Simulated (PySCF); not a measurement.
Al(F)(SiH3)2 (AlFH6Si2), SMILES [SiH3][Al]([SiH3])[F].

Geometry optimised at B3LYP-D3(BJ)/def2-SVP. The structure was generated by enumeration; whether it is a known compound was not checked.

Level of theory: PySCF with ωB97X/def2-TZVP.

Gas-phase values at a fixed geometry.

```
Item                                                                                                            Result
---------------------------------------------------------------------------------------------  -----------------------
total energy                                                                                        -924.96223 hartree
highest occupied level                                                                                        -9.52 eV
lowest empty level                                                                                            -0.20 eV
orbital gap                                                                                                    9.32 eV
dipole moment                                                                                                0.249 e·Å
quadrupole, principal values (traceless, Buckingham form, about the centre of nuclear charge)   -6.39, -2.20, 8.58 D·Å
mean static polarisability                                                                       88.8 bohr³ (13.16 Å³)
polarisability, principal values                                                               72.8, 78.4, 115.3 bohr³
```
